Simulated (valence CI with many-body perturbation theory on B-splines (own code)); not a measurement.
**Forbidden lines of Cd42+**

Computed by relativistic CI+MBPT: four valence electrons over a frozen Dirac-Fock core [He], radial functions for each j: 11 s, 11 p, 10 d, 8 f, 5 g, 2 h, with the one-electron correlation potential Σ1 (screened to all orders), the two-electron term Σ2, the three-electron term Σ3, Breit, model QED; selected single and double excitations, second order for the rest, scaled by the run's own slope (own B-spline code, finite nucleus).

The last digits are not significant, and no measured levels were compared; by estimate large intervals hold to a few tenths of a per cent, small ones and those within an open d or f shell to about a per cent. Among the levels kept, up to 760 cm⁻¹ of a level comes from second order outside the variational space, and about a tenth of that is noise between levels of different J, which matters for small intervals.

Lines 1 to 50 of 65 in falling wavelength, among levels below 350.00 Ry, chosen from the decays that carry over 1 % of a level's rate. Wavelengths and rates use the calculated energies. Electric multipoles are in the length gauge with retardation, E1 and E2 with the static RPA response of the core. M1 uses the relativistic operator with retardation. S is in atomic units (e²a₀⁴ for E2 and M2, e²a₀⁶ for E3), for M1 in squared Bohr magnetons. Weak lines are less certain than strong ones. Lines between different terms over intervals too small for the method are left out, as are lines whose strength nearly cancels.

Levels are named by their leading jj configuration (3d3/2^4 stands for four electrons in 3d with j = 3/2), which in mixed levels can hold well under half, so a name can repeat and another be missing. Letters in brackets count levels of one name in rising energy.

```
λ vac (Å)                           Upper                       Lower  Type   A (s⁻¹)  S (a.u.)
    875.2          (2s^2 2p1/2 2p3/2) J=2      (2s^2 2p1/2 2p3/2) J=1    M1  8.01e+03  9.96e-01
    64.12          (2s^2 2p1/2 2p3/2) J=1          (2s^2 2p1/2^2) J=0    M1  4.89e+07  1.43e+00
    60.84              (2s^2 2p3/2^2) J=2      (2s^2 2p1/2 2p3/2) J=2    M1  4.23e+07  1.76e+00
    59.74          (2s^2 2p1/2 2p3/2) J=2          (2s^2 2p1/2^2) J=0    E2  4.10e+04  1.39e-04
    56.88              (2s^2 2p3/2^2) J=2      (2s^2 2p1/2 2p3/2) J=1    M1  4.38e+07  1.50e+00
    49.09              (2s^2 2p3/2^2) J=0      (2s^2 2p1/2 2p3/2) J=1    M1  1.24e+08  5.43e-01
    3.584          (2s^2 2p3/2 3d5/2) J=4            (2s 2p3/2^3) J=2    E2  5.02e+08  2.38e-06
    3.412          (2s^2 2p3/2 3d5/2) J=4  (2s 2p1/2 2p3/2^2) J=2 [b]    E2  3.08e+08  1.14e-06
    3.369      (2s 2p1/2 2p3/2 3p1/2) J=0  (2s 2p1/2 2p3/2^2) J=2 [b]    E2  6.68e+10  2.59e-05
    3.363          (2s^2 2p3/2 3d5/2) J=4      (2s 2p1/2 2p3/2^2) J=3    E2  8.15e+08  2.82e-06
    3.361          (2s^2 2p3/2 3p1/2) J=2          (2s^2 2p3/2^2) J=0    E2  3.26e+10  6.25e-05
    3.358      (2s 2p1/2 2p3/2 3p1/2) J=3      (2s 2p1/2 2p3/2^2) J=3    E2  7.31e+10  1.95e-04
    3.354      (2s 2p1/2 2p3/2 3p3/2) J=4  (2s 2p1/2 2p3/2^2) J=2 [b]    E2  3.87e+09  1.32e-05
    3.349          (2s^2 2p1/2 3p1/2) J=1      (2s^2 2p1/2 2p3/2) J=2    E2  9.91e+10  1.12e-04
    3.347          (2s 2p1/2^2 3p1/2) J=0      (2s 2p1/2^2 2p3/2) J=2    E2  1.85e+11  6.93e-05
    3.336          (2s^2 2p1/2 3p1/2) J=1      (2s^2 2p1/2 2p3/2) J=1    E2  9.64e+10  1.07e-04
    3.335          (2s^2 2p3/2 3d5/2) J=4  (2s 2p1/2 2p3/2^2) J=2 [a]    E2  1.45e+08  4.81e-07
    3.333          (2s^2 2p3/2 3p1/2) J=1          (2s^2 2p3/2^2) J=2    E2  1.06e+11  1.17e-04
    3.330          (2s^2 2p3/2 3p1/2) J=2          (2s^2 2p3/2^2) J=2    E2  1.33e+11  2.44e-04
    3.328          (2s 2p3/2^2 3p3/2) J=4            (2s 2p3/2^3) J=2    E2  2.68e+10  8.79e-05
    3.327          (2s^2 2p1/2 3p1/2) J=0      (2s^2 2p1/2 2p3/2) J=2    E2  1.82e+11  6.61e-05
    3.315          (2s 2p3/2^2 3p1/2) J=0            (2s 2p3/2^3) J=2    E2  1.18e+11  4.21e-05
    3.307      (2s 2p1/2 2p3/2 3p3/2) J=4      (2s 2p1/2 2p3/2^2) J=3    E2  4.88e+10  1.55e-04
    3.303  (2s 2p1/2 2p3/2 3p3/2) J=0 [b]  (2s 2p1/2 2p3/2^2) J=2 [b]    E2  8.67e+10  3.04e-05
    3.298  (2s 2p1/2 2p3/2 3p3/2) J=1 [d]  (2s 2p1/2 2p3/2^2) J=2 [b]    E2  5.22e+10  5.45e-05
    3.294      (2s 2p1/2 2p3/2 3p1/2) J=0  (2s 2p1/2 2p3/2^2) J=2 [a]    E2  1.02e+11  3.54e-05
    3.288          (2s^2 2p3/2 3p3/2) J=1          (2s^2 2p3/2^2) J=2    E2  7.26e+10  7.47e-05
    3.287          (2s 2p1/2^2 3p3/2) J=2      (2s 2p1/2^2 2p3/2) J=2    E2  6.65e+10  1.14e-04
    3.286          (2s^2 2p1/2 3p3/2) J=2      (2s^2 2p1/2 2p3/2) J=2    E2  6.56e+10  1.12e-04
    3.280      (2s 2p1/2 2p3/2 3p3/2) J=4  (2s 2p1/2 2p3/2^2) J=2 [a]    E2  2.76e+09  8.43e-06
    3.274          (2s^2 2p1/2 3p3/2) J=2      (2s^2 2p1/2 2p3/2) J=1    E2  2.98e+10  5.01e-05
    3.272          (2s 2p3/2^2 3p3/2) J=0            (2s 2p3/2^3) J=2    E2  4.37e+10  1.46e-05
    3.259          (2s^2 2p3/2 3p3/2) J=0          (2s^2 2p3/2^2) J=2    E2  1.96e+11  6.44e-05
    3.252      (2s 2p1/2 2p3/2 3d5/2) J=5      (2s 2p1/2 2p3/2^2) J=3    M2  2.23e+09  7.98e-06
    3.231  (2s 2p1/2 2p3/2 3p3/2) J=0 [b]  (2s 2p1/2 2p3/2^2) J=2 [a]    E2  3.36e+10  1.06e-05
    3.230          (2s^2 2p3/2 3d5/2) J=4          (2s^2 2p3/2^2) J=2    M2  2.09e+09  5.89e-06
    3.230          (2s^2 2p3/2 3d5/2) J=4          (2s^2 2p3/2^2) J=2    E3  1.36e+08  1.43e-05
    3.178          (2s^2 2p3/2 3d5/2) J=4      (2s 2p1/2^2 2p3/2) J=2    E2  1.41e+09  3.68e-06
    3.137          (2s 2p3/2^2 3p3/2) J=4      (2s 2p1/2 2p3/2^2) J=3    E2  5.42e+10  1.32e-04
    3.128      (2s 2p1/2 2p3/2 3p3/2) J=4      (2s 2p1/2^2 2p3/2) J=2    E2  1.06e+11  2.56e-04
    3.128          (2s 2p3/2^2 3p3/2) J=0  (2s 2p1/2 2p3/2^2) J=2 [b]    E2  1.05e+11  2.82e-05
    3.121  (2s 2p1/2 2p3/2 3p3/2) J=1 [d]      (2s 2p1/2^2 2p3/2) J=1    E2  7.39e+10  5.86e-05
    3.119          (2s^2 2p3/2 3p3/2) J=1      (2s^2 2p1/2 2p3/2) J=2    E2  6.73e+10  5.32e-05
    3.115          (2s^2 2p1/2 3p3/2) J=2          (2s^2 2p1/2^2) J=0    E2  8.73e+10  1.14e-04
    3.113          (2s 2p3/2^2 3p3/2) J=4  (2s 2p1/2 2p3/2^2) J=2 [a]    E2  7.98e+10  1.87e-04
    3.093          (2s^2 2p3/2 3p3/2) J=0      (2s^2 2p1/2 2p3/2) J=2    E2  1.04e+11  2.62e-05
    3.080      (2s 2p1/2 2p3/2 3d5/2) J=5      (2s 2p1/2^2 2p3/2) J=2    E3  2.52e+08  2.31e-05
    3.067          (2s^2 2p3/2 3d5/2) J=4      (2s^2 2p1/2 2p3/2) J=2    M2  6.98e+08  1.52e-06
    3.056          (2s^2 2p3/2 3d5/2) J=4      (2s^2 2p1/2 2p3/2) J=1    E3  1.63e+08  1.16e-05
    2.984      (2s 2p1/2 2p3/2 3d3/2) J=4      (2s^2 2p1/2 2p3/2) J=2    E2  1.55e+11  2.94e-04
```
